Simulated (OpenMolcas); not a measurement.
Zr3+ (d1) among equal point charges was computed by CASSCF with the d shell active (OpenMolcas, ANO-RCC-VDZP on the metal). Its lowest spin-free states, and all those of the highest spin:

```tsv
2S+1	Degeneracy	E (cm-1)
2	2	0.0
2	1	2675
2	2	14644
```

Q: Is the site octahedral, tetrahedral or cube-like, axial, or of lower symmetry?

A: The states with 2S+1 = 2 have orbital degeneracies 2, 1, 2. There are pairs but no triples, so the site is axial: not cubic, but with a proper or improper axis of order three or more. The run had Zr3+ among 6 point charges of -1.7 e arranged as a trigonal prism (D3h), 2.2 Å from the ion, with a polar angle of 50.6° against the regular 49.1°.

An orbital doublet at a regular site is open to a Jahn-Teller distortion, which this geometry leaves out. This is an electrostatic model: the charges have no orbitals. No measured value stands beside these numbers.
